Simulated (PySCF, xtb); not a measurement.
C3H5NSi2, SMILES C#CC1=N[SiH2][SiH2]1.

Harmonic wavenumbers (cm⁻¹) from GFN2-xTB run with xtb at its own minimum, in rising order: 103, 120, 222, 302, 376, 381, 402, 404, 427, 513, 528, 547, 557, 626, 664, 670, 772, 784, 838, 1108, 1550, 2199, 2207, 2217, 2238, 2244, 3382.

### Question
What does PySCF with ωB97X-D3(BJ)/def2-SVP give at its own minimum? (Estimate from the structure and the level; the computed values follow.)

### Answer
106, 145, 227, 371, 407, 440, 472, 480, 589, 619, 680, 696, 712, 718, 768, 785, 847, 945, 967, 1146, 1641, 2249, 2250, 2258, 2270, 2274, 3481. Paired by order, the mean absolute difference is 80 cm⁻¹ and the zero-point energies are 37.7 and 40.8 kcal/mol.
